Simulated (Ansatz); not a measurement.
Start from `CBCN` and change one atom or group to get `NCBF`.

Ansatz, PBE0-D4/def2-TZVP geometries, multiplicity 1. Each molecule was computed in one conformer, which needn't be the lowest.

```csv
property,`CBCN`
"ideal-gas entropy at 298 K and 1 bar (rigid rotor, harmonic PBE0-D4/def2-TZVP) / J/(mol·K)",318
LUMO energy (PBE0/def2-TZVPP) / eV,-0.67
zero-point energy (PBE0-D4/def2-TZVP) / kJ/mol,269.2
HOMO–LUMO gap (B3LYP/def2-TZVPP) / eV,5.56
HOMO energy (ωB97M-V/def2-TZVPP) / eV,-9.12
LUMO energy (ωB97M-V/def2-TZVPP) / eV,1.26
```

Question: Give the same properties after the change, and the shifts. (Estimate.)

Answer: Ansatz gave: 
| property | `NCBF` | shift |
| --- | --- | --- |
| ideal-gas entropy at 298 K and 1 bar (rigid rotor, harmonic PBE0-D4/def2-TZVP) / J/(mol·K) | 296 | -22 |
| LUMO energy (PBE0/def2-TZVPP) / eV | -0.44 | 0.23 |
| zero-point energy (PBE0-D4/def2-TZVP) / kJ/mol | 182.7 | -86.5 |
| HOMO–LUMO gap (B3LYP/def2-TZVPP) / eV | 6.01 | 0.45 |
| HOMO energy (ωB97M-V/def2-TZVPP) / eV | -9.38 | -0.26 |
| LUMO energy (ωB97M-V/def2-TZVPP) / eV | 1.51 | 0.25 |

With PBE0 the HOMO falls by 0.27 eV and the LUMO rises by 0.23 eV, so the gap widens by about 0.50 eV. PBE moves the HOMO by -0.25 eV and ωB97M-V by -0.26 eV. The zero-point energy changes by -86.5 kJ/mol with -9 modes.

B3LYP here is the variant with VWN-RPA as its local correlation; programs differ in this.
